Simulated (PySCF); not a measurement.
Basis set benchmark on one molecule

Molecule: `C[Si](OC)(C)C`, C4H12OSi.

Bonds (- single, = double, # triple, : aromatic): C1-O2, O2-Si3, Si3-C4, Si3-C5, Si3-C6. C1 carries H7, H8, H9; C4 carries H10, H11, H12; C5 carries H13, H14, H15; C6 carries H16, H17, H18.

Geometry PBE0-D3(BJ)/def2-SVP throughout; GIAO in PySCF 2.14, gas phase, one conformer, non-relativistic; equivalent atoms averaged; functional PBE0.

Reference values (measured; liquid, neat; T. M. Alam, M. Henry, Phys. Chem. Chem. Phys. (a906445a), supplement): δ(Si3) = 17.3 ppm vs TMS (internal). Computed shifts are taken against TMS, calculated as an isolated molecule at each level.

Problem. How do the basis sets STO-3G, 6-31G, pcSseg-0, 6-31G*, def2-SVP, cc-pVDZ, pcSseg-1, 6-311+G(2d,p), aug-cc-pVDZ, def2-TZVP perform against the reference? Times are CPU seconds on shared hosts with different chips, so compare them loosely.

Solution. 
```tsv
basis set	functions	Si3	abs. error Si	core-s
STO-3G	46	13.5	3.8	3.5
6-31G	82	34.5	17.2	6.9
pcSseg-0	82	28.7	11.4	5.8
6-31G*	112	22.4	5.1	8.6
def2-SVP	148	14.4	2.9	11
cc-pVDZ	148	18.2	0.9	14
pcSseg-1	169	22.3	5.0	19
6-311+G(2d,p)	242	22.5	5.2	24
aug-cc-pVDZ	250	26.2	8.9	32
def2-TZVP	264	20.9	3.6	28
```

For 29Si the closest is cc-pVDZ (0.9 ppm) and the furthest 6-31G (17.2 ppm). Where a smaller basis beats a larger one, errors probably cancel. One molecule is a small sample, and vibrational and solvent effects are absent from the calculation.

A small basis that lands close on one nucleus may do so by chance; judge by the trend and by all nuclei.
